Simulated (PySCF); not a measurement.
## Two-component Hartree-Fock for Tm³²⁺ (thulium, charge +32)

Start: [Kr] 4d1; 4d5/2 filled at m_j = +5/2. Calculated with PySCF 2.14 in an uncontracted even-tempered set (17 s from 3.1 bohr⁻², ratio 2.8; 14 p from 4.1 bohr⁻², ratio 2.8; 9 d from 4.1 bohr⁻², ratio 2.8; 3 f from 14 bohr⁻², ratio 3): generalised Hartree-Fock with the X2C-1e Hamiltonian and a Gaussian nucleus; one run each with spin-orbit coupling (SO) screened by Boettger's factors, then bare. This is a chosen level, not necessarily the ground level.

| spinor shell | electrons | ε, screened SO (eV) | ε, bare SO (eV) | weight of nominal j (bare SO) | rms radius, bare SO (bohr) |
| --- | --- | --- | --- | --- | --- |
| 1s1/2 | 2 | -60934.5 | -60933.5 | 1.000 | 0.0227 |
| 2s1/2 | 2 | -11454.8 | -11454.5 | 1.000 | 0.0918 |
| 2p1/2 | 2 | -10959.0 | -10983.2 | 1.000 | 0.0781 |
| 3s1/2 | 2 | -3567.7 | -3567.7 | 1.000 | 0.233 |
| 3p1/2 | 2 | -3351.2 | -3356.5 | 1.000 | 0.224 |
| 3p3/2 | 4 | -3134.0 | -3132.2 | 1.000 | 0.238 |
| 3d3/2 | 4 | -2771.7 | -2776.7 | 1.000 | 0.210 |
| 3d5/2 | 6 | -2725.6 | -2722.5 | 1.000 | 0.214 |
| 4s1/2 | 2 | -1553.7 | -1553.6 | 1.000 | 0.490 |
| 4p1/2 | 2 | -1454.7 | -1456.2 | 0.999 | 0.494 |
| 4p3/2 | 4 | -1391.7 | -1391.2 | 1.000 | 0.520 |
| 4d5/2 | 1 | -1243.2 | -1242.3 | 1.000 | 0.512 |

Question: Where does 2p3/2 lie, and what is the 2p spin-orbit splitting (bare SO)?

Answer: At -9965.4 eV, 1017.8 eV above 2p1/2.

```
   quantity   screened SO       bare SO
E (hartree)  -13019.79209  -13020.58537
        M_J           5/2           5/2
       ⟨J²⟩         8.752         8.752
       ⟨L²⟩         6.061         6.066
       ⟨S²⟩         0.810         0.815
```

Each row is a mean over spinors that exchange with the open shell spreads, by up to 13.159 eV (4p3/2).

Breit and QED terms are absent; they matter most for the inner s and p1/2 levels.

Densities and radii are taken from the X2C orbitals without a picture-change correction, which distorts them close to the nucleus.
